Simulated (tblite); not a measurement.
Input of a run (GFN2-xTB geometry optimisation, gas phase (tblite 0.8.0)), started from a force field or distance geometry:
```
{"job": {"kind": "relax", "xc": "GFN2-xTB", "basis": "xTB"}, "charge": 0, "multiplicity": 1}
C      2.403000     0.878800     0.933300
C      2.147100    -0.405400     0.136300
C      1.018400    -0.271800    -0.812900
C      0.789700    -1.553700    -1.592400
Si    -0.606000     0.149400     0.057200
O     -1.742400    -1.027900    -0.430700
C     -1.929700    -2.038700     0.473700
S     -1.257300     2.013600    -0.828300
C     -2.402100     2.901300     0.241500
H      2.611100     0.651700     1.996100
H      1.557500     1.576900     0.803600
H      3.294600     1.424300     0.536400
H      3.069200    -0.563800    -0.442000
H      2.058400    -1.285800     0.813200
H      1.281600     0.518100    -1.556000
H      0.050300    -2.144800    -0.983600
H      1.745300    -2.095100    -1.633700
H      0.397300    -1.257200    -2.570200
H     -0.456500     0.258000     1.511900
H     -2.136700    -2.963800    -0.130800
H     -2.879100    -1.894600     1.062500
H     -1.084500    -2.285600     1.119900
H     -1.866200     3.757400     0.758400
H     -2.925900     2.277500     0.979600
H     -3.148000     3.405300    -0.433800
```

Output (eV, eV/Å):
```
step      E/eV     max force
  0    -818.22272    2.792
  1    -818.58947    1.390
  2    -818.70595    0.919
  3    -818.77667    0.583
  4    -818.82972    0.367
  5    -818.85626    0.361
  6    -818.88181    0.370
  7    -818.90628    0.408
  8    -818.92870    0.333
  9    -818.94684    0.263
 10    -818.96313    0.253
 11    -818.97896    0.270
 12    -818.99456    0.294
 13    -819.00743    0.245
 14    -819.01787    0.241
 15    -819.02834    0.223
 16    -819.03880    0.200
 17    -819.04812    0.221
 18    -819.05631    0.184
 19    -819.06364    0.179
 20    -819.07045    0.154
 21    -819.07683    0.162
 22    -819.08274    0.156
 23    -819.08868    0.157
 24    -819.09505    0.180
 25    -819.10152    0.176
 26    -819.10755    0.181
 27    -819.11311    0.173
 28    -819.11873    0.153
 29    -819.12493    0.169
 30    -819.13194    0.191
 31    -819.13977    0.188
 32    -819.14795    0.199
 33    -819.15575    0.227
 34    -819.16273    0.181
 35    -819.16845    0.157
 36    -819.17099    0.186
 37    -819.17601    0.193
 38    -819.17936    0.146
 39    -819.18618    0.147
 40    -819.18906    0.141
 41    -819.19383    0.130
 42    -819.19661    0.111
 43    -819.19950    0.110
 44    -819.20239    0.110
 45    -819.20592    0.130
 46    -819.20891    0.115
 47    -819.21135    0.116
 48    -819.21380    0.119
 49    -819.21657    0.137
 50    -819.21942    0.134
 51    -819.22197    0.133
 52    -819.22432    0.109
 53    -819.22690    0.103
 54    -819.23061    0.134
 55    -819.23483    0.132
 56    -819.23835    0.135
 57    -819.24103    0.114
 58    -819.24385    0.125
 59    -819.24606    0.128
 60    -819.24857    0.099
 61    -819.25041    0.076
 62    -819.25262    0.079
 63    -819.25439    0.089
 64    -819.25595    0.075
 65    -819.25723    0.078
 66    -819.25858    0.085
 67    -819.25989    0.081
 68    -819.26114    0.089
 69    -819.26247    0.078
 70    -819.26403    0.126
 71    -819.26591    0.099
 72    -819.26804    0.086
 73    -819.26946    0.085
 74    -819.27073    0.068
 75    -819.27224    0.084
 76    -819.27374    0.084
 77    -819.27507    0.080
 78    -819.27620    0.073
 79    -819.27717    0.061
 80    -819.27810    0.092
 81    -819.27916    0.074
 82    -819.28066    0.069
 83    -819.28152    0.061
 84    -819.28260    0.058
 85    -819.28353    0.061
 86    -819.28456    0.060
 87    -819.28555    0.057
 88    -819.28622    0.058
 89    -819.28684    0.056
 90    -819.28730    0.046
 91    -819.28810    0.044
 92    -819.28875    0.049
 93    -819.28969    0.067
 94    -819.29056    0.064
 95    -819.29155    0.051
 96    -819.29251    0.052
 97    -819.29373    0.061
 98    -819.29511    0.080
 99    -819.29648    0.077
100    -819.29759    0.074
101    -819.29849    0.069
102    -819.29932    0.058
103    -819.30075    0.104
104    -819.30168    0.102
105    -819.30269    0.074
106    -819.30342    0.051
107    -819.30414    0.058
108    -819.30500    0.063
109    -819.30604    0.073
110    -819.30693    0.074
111    -819.30695    0.137
112    -819.30822    0.055
113    -819.30873    0.053
114    -819.30935    0.054
115    -819.30964    0.036
116    -819.30997    0.028
117    -819.31025    0.028
118    -819.31056    0.033
119    -819.31092    0.045
120    -819.31132    0.041
121    -819.31173    0.070
122    -819.31220    0.040
123    -819.31258    0.028
124    -819.31283    0.024
125    -819.31306    0.023
126    -819.31323    0.032
127    -819.31334    0.030
128    -819.31345    0.027
129    -819.31359    0.029
130    -819.31379    0.032
131    -819.31408    0.045
132    -819.31444    0.048
133    -819.31485    0.043
134    -819.31526    0.045
135    -819.31562    0.039
136    -819.31591    0.045
137    -819.31615    0.035
138    -819.31634    0.026
139    -819.31649    0.023
140    -819.31660    0.034
141    -819.31670    0.030
142    -819.31679    0.020
143    -819.31687    0.018
144    -819.31695    0.016
145    -819.31704    0.020
146    -819.31714    0.024
147    -819.31727    0.025
148    -819.31742    0.029
149    -819.31760    0.029
150    -819.31778    0.027
151    -819.31797    0.027
152    -819.31818    0.036
153    -819.31841    0.035
154    -819.31869    0.033
155    -819.31901    0.026
156    -819.31925    0.032
157    -819.31960    0.037
158    -819.31989    0.029
159    -819.32012    0.026
160    -819.32028    0.025
161    -819.32042    0.024
162    -819.32058    0.023
163    -819.32075    0.031
164    -819.32097    0.031
165    -819.32126    0.040
166    -819.32163    0.050
167    -819.32201    0.040
168    -819.32233    0.028
169    -819.32256    0.034
170    -819.32280    0.038
171    -819.32307    0.036
172    -819.32338    0.031
173    -819.32370    0.039
174    -819.32412    0.040
175    -819.32469    0.051
176    -819.32532    0.055
177    -819.32582    0.052
178    -819.32610    0.055
179    -819.32663    0.043
180    -819.32720    0.073
181    -819.32801    0.062
182    -819.32875    0.054
183    -819.32988    0.054
184    -819.33100    0.075
185    -819.33141    0.171
186    -819.33265    0.121
187    -819.33415    0.064
188    -819.33515    0.046
189    -819.33683    0.056
190    -819.33718    0.043
191    -819.33753    0.033
192    -819.33789    0.027
193    -819.33803    0.032
194    -819.33818    0.036
195    -819.33859    0.035
196    -819.33888    0.032
197    -819.33931    0.029
198    -819.33968    0.032
199    -819.34010    0.034
200    -819.34060    0.047
201    -819.34120    0.058
202    -819.34181    0.053
203    -819.34233    0.043
204    -819.34270    0.041
205    -819.34303    0.066
206    -819.34348    0.040
207    -819.34408    0.032
208    -819.34430    0.031
209    -819.34454    0.036
210    -819.34475    0.039
211    -819.34498    0.035
212    -819.34519    0.033
213    -819.34537    0.033
214    -819.34564    0.032
215    -819.34604    0.042
216    -819.34650    0.043
217    -819.34693    0.042
218    -819.34721    0.047
219    -819.34746    0.060
220    -819.34779    0.049
221    -819.34826    0.046
222    -819.34859    0.041
223    -819.34882    0.034
224    -819.34906    0.033
225    -819.34937    0.031
226    -819.34955    0.023
227    -819.34978    0.029
228    -819.34993    0.033
229    -819.35009    0.028
230    -819.35022    0.018
231    -819.35034    0.017
232    -819.35043    0.019
233    -819.35051    0.023
234    -819.35059    0.022
235    -819.35064    0.014
236    -819.35068    0.011
237    -819.35070    0.011
238    -819.35071    0.011
239    -819.35073    0.010
```

Task: Summarise the run.

Result: The energy falls by 108.8 kJ/mol over 239 L-BFGS steps, the largest force on an atom goes from 2.79 to 0.010 eV/Å, and the atoms move by 0.936 Å rms after alignment. The bond that changes most is Si5–O6 (oxygen-bound silicon to silyl ether oxygen), which shortens by 0.083 Å. Bonds longer at the end by more than 0.005 Å: 5 of 24; shorter: 17. Among the angles that change most is Si5–O6–C7, from 114.3° to 130.4°. Among the dihedrals that turn most is Si5–O6–C7–H22, from -29° to 53°. The energy never rose by more than 1e-5 eV on the way. The first step brought 33 % of the lowering.

Task: What are the final bond lengths?

Result: C1–C2 1.522 Å, C2–C3 1.531 Å, C3–C4 1.529 Å, C3–Si5 1.907 Å, Si5–O6 1.625 Å, O6–C7 1.398 Å, Si5–S8 2.139 Å, S8–C9 1.819 Å, C1–H10 1.088 Å, C1–H11 1.086 Å, C1–H12 1.087 Å, C2–H13 1.094 Å, C2–H14 1.093 Å, C3–H15 1.096 Å, C4–H16 1.089 Å, C4–H17 1.089 Å, C4–H18 1.087 Å, Si5–H19 1.469 Å, C7–H20 1.091 Å, C7–H21 1.090 Å, C7–H22 1.092 Å, C9–H23 1.085 Å, C9–H24 1.084 Å, C9–H25 1.084 Å. Numbering counts from 1 in the input's order; the species is `[C@@H](CC)([Si@@H](SC)OC)C`.

The run took 2.9 s wall on one thread, Arm Neoverse V1 (aarch64), shared host with 32 logical CPUs at a one-minute load of 7.8.

GFN2-xTB frequencies show an imaginary mode (26i cm⁻¹), so the point is no minimum at that level.

These are computed values.
